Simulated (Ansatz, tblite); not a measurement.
Cost and result up the ladder for TiS₂⁻ (3 atoms). The state is a doublet with charge -1. Geometry: PBE-D4/def2-TZVPD.

Cartesian coordinates in Å:
```
Ti -0.3059 -0.2870 -0.6040
S -0.7318 1.7237 -0.0009
S 1.0377 -1.4367 0.6049
```

Ansatz on 4 threads of Arm Neoverse V2 on a shared host; xTB runs through tblite on one thread. Times are rough, summed over both states, and most runs start from the orbitals of an earlier one. No level here is sound enough to serve as a yardstick. The other state is a singlet.

The xTB rows come from tblite. The structure comes from a short search, and lower isomers may exist.

Run but left out: HF/def2-TZVPPD, MP2/def2-TZVPPD, CCSD/def2-TZVPPD, CCSD(T)/def2-TZVPPD (flagged by the program: large difference).

Raw xTB energies of ions are shifted by several eV, and xTB has no spin-polarisation term.

```
               level  functions  wall time  vertical IE (eV)                                                                remarks
            GFN1-xTB         27    0.006 s              6.64                                                                      –
            GFN2-xTB         27    0.006 s              6.68                                                                      –
   PBE-D4/def2-TZVPD        140      3.6 s              2.11  HOMO above zero (-1 doublet), restricted SCF unstable in HF (singlet)
  PBE0-D4/def2-TZVPD        140      9.7 s              2.39                                restricted SCF unstable in HF (singlet)
r2SCAN-D4/def2-TZVPD        140       11 s              2.23                                restricted SCF unstable in HF (singlet)
```
